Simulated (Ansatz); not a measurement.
Cartesian coordinates in Å:
```
B -2.107 -0.106 -0.040
C -0.571 -0.088 0.204
C -0.091 1.156 0.951
O 0.176 -0.293 -0.990
Si 1.724 -0.837 -1.034
H -2.570 -0.328 -1.118
H -2.826 0.075 0.901
H -0.414 -0.953 0.883
H -0.224 2.049 0.336
H 0.971 1.078 1.200
H -0.650 1.288 1.879
H 1.985 -1.263 -2.429
H 1.885 -1.986 -0.096
H 2.712 0.209 -0.647
```

Charge 0, multiplicity 1.

Task: List the PBE0/def2-TZVPP orbital energies in eV (Ansatz 0.2.0). (Best estimate.)

Result: The calculation gave: Occupied: -1802.85, -522.62, -279.53, -278.25, -184.71, -145.12, -99.81, -99.77, -99.76, -28.39, -21.29, -17.91, -15.32, -14.26, -13.12, -12.36, -11.93, -11.04, -10.76, -9.93, -9.60, -9.40, -8.35, -8.06. Lowest empty: -1.57, 0.38, 1.35, 1.72, 1.87, 2.02, 2.23, 2.54.
